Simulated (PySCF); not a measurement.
## Structure elucidation problem

An unknown has the formula C₅H₆ClNSi. Its calculated NMR data are:

¹H NMR (300 MHz, computed): δ 7.72 (m, 1H), 2.25 (m, 1H), 2.12 (m, 1H), 0.76 (s, 3H).

¹³C{¹H} NMR (computed): δ 172.5 (CH), 132.7 (C), 119.7 (C), 34.6 (CH2), 4.2 (CH3).

Computational details: GFN2-xTB structure, GIAO PBE0/pcSseg-1 shieldings, in PySCF 2.14.0 with density-fitted response routines (non-relativistic Hamiltonian, equivalent nuclei averaged, single conformer, gas phase).

References, each an isolated molecule treated in the same way: TMS for ¹H, ¹³C.

**Question.** Choose the structure that fits.
A. N#C[C@@]12C[C@@H]1[C@]2([SiH3])Cl
B. C[Si@]1(Cl)CC=C1C#N
C. [SiH3]c1ccc(Cl)cn1

**Answer.** B. 

1. The formula gives 4 degrees of unsaturation (1 ring in the answer).
2. 5 carbon signals for 5 carbons: no two carbons are equivalent.
3. Carbon types of the structure: 2 × C, 1 × CH, 1 × CH2, 1 × CH3, which accounts for all hydrogens.
4. δC 172.5: alkene CH.
5. δC 132.7: fully substituted alkene carbon; the olefinic region.
6. δC 119.7: nitrile carbon; this is the usual window of a C≡N carbon, which has no attached hydrogen.
7. δC 4.2: methyl carbon bonded to Si; an electropositive neighbour leaves it electron-rich and shielded.
8. δH 2.25, 2.12: hydrogen on an allylic sp3 CH2 bonded to Si; allylic position.

The others: [SiH3]c1ccc(Cl)cn1 has carbons computed at 164.2, 154.7, 143.8, 140.7, 137.2, with a different DEPT pattern; N#C[C@@]12C[C@@H]1[C@]2([SiH3])Cl has carbons computed at 121.6, 74.1, 39.7, 32.1, 10.3, with a different DEPT pattern.

Shifts are as computed. Against solution values, carbons near 30 ppm lie about +3 ppm off and those near 130 ppm about +5 ppm. Of 1309 compounds with measured shifts, 239 miss one by over three times the rms of a fit or turn the order of signals round; such compounds aren't used in these exercises. No couplings were computed; multiplicities are counted from neighbouring protons, with m where these are inequivalent, close in shift, in a saturated or five-membered ring or joined by F or P, and br s for small geminal =CH2 splittings.
